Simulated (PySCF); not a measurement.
## C₆ coefficients of unlike pairs at UHF

Calculated with PySCF 2.14 from the dipole response of each species, C₆(A,B) = (3/π) ∫ α_A(iu) α_B(iu) du, in atomic units, from isotropic polarisabilities. For ions this is the dispersion term alone; charge-induced terms of lower order in 1/R come first.

```
species      configuration                                                                                    basis      relativity  α (bohr³)  C₆ (like pair)
   Mn²⁺      [Ar] 3d5 (6S)  aug-cc-pwCVTZ-DK with one added diffuse shell each of s, p, d, f, g type (11s10p8d5f4g)   spin-free X2C      3.282           9.609
     Rb      [Kr] 5s1 (2S)                                                            aug-cc-pwCVTZ-X2C (10s9p7d3f)   spin-free X2C      481.8            8512
     Pd     [Kr] 4d10 (1S)                     def2-TZVPPD with the def2 core potential (28 electrons) (6s4p3d2f1g)  core potential      14.94           70.55
     F⁺  [He] 2s2 2p4 (3P)                                                                  dyall-acv3z (15s9p4d2f)   spin-free X2C      1.708           3.115
```

Problem. Estimate C₆ for F⁺ with Rb.

Solution. The integral gives 67.31. The combination rule 2 C_A C_B / (C_A α_B/α_A + C_B α_A/α_B) gives 58.34 and the geometric mean 162.8.

No spin-orbit coupling is included.

The other pairs:

```
    pair     C₆
Pd, Mn²⁺  24.83
Rb, Mn²⁺  126.2
F⁺, Mn²⁺  5.462
  Pd, Rb  491.4
  F⁺, Pd  13.92
```
